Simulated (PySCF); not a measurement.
Which determinant of CsBa lies lowest?

Unrestricted PBE0; basis Cs x2c-TZVPall, Ba x2c-TZVPall; spin-free X2C with a Gaussian nucleus; PySCF 2.14. Outer shells of the fragments: Cs 6s1; Ba 6s2.

Followed along the bond (rough minima from three points):

```tsv
2Ms+1	unpaired	⟨S²⟩ at the start	R at minimum (Å)	Te (eV)
2	σ ↑	0.76	5.01	0.00
2	π ↑	0.85	4.19	0.26
2	δ ↑	0.84	4.58	0.55
4	σ ↑↑, π ↑	3.75	4.67	0.82
4	σ ↑, π ↑↑	3.75	none in the scan	≤ 0.92
```

Solutions found at the starting distance of 3.990 Å, counted from the lowest of them; the search is not exhaustive and high or unbound solutions are not listed, so other states can lie among these:

| 2Ms+1 | unpaired | term | E (eV) | ⟨S²⟩ | ⟨Lz²⟩ | μ (D) |
| --- | --- | --- | --- | --- | --- | --- |
| 2 | π ↑ | ²Π | 0.00 | 0.85 | 1.09 | -4.70 |
| 2 | σ ↑ | ²Σ⁺ | 0.03 | 0.76 | 0.00 | -1.70 |
| 2 | δ ↑ | ²Δ | 0.40 | 0.84 | 4.00 | -3.86 |
| 4 | σ ↑, π ↑↑ | ⁴Σ⁻ | 0.65 | 3.75 | 0.00 | -2.21 |
| 4 | σ ↑↑, π ↑ | mixed | 0.65 | 3.75 | 1.21 | -1.11 |
| 4 | σ ↑↑↑ | ⁴Σ⁺ | 0.97 | 3.75 | 0.00 | -0.84 |

A term symbol is given only where ⟨S²⟩ and ⟨Lz²⟩ are close to those of a pure state; real π, δ and φ orbitals otherwise mix terms. A positive dipole means Cs(−)Ba(+).

Q: Compare the gap between the two lowest followed solutions at the starting distance with the gap between their minima.

A: At PBE0 the second solution (doublet, unpaired electrons π ↑) lies -0.03 eV from the first (doublet, unpaired electrons σ ↑) at 3.990 Å and +0.26 eV at the minima; the two curves relax by different amounts, since their minima lie near 4.19 and 5.01 Å.

Spin–orbit coupling is left out.
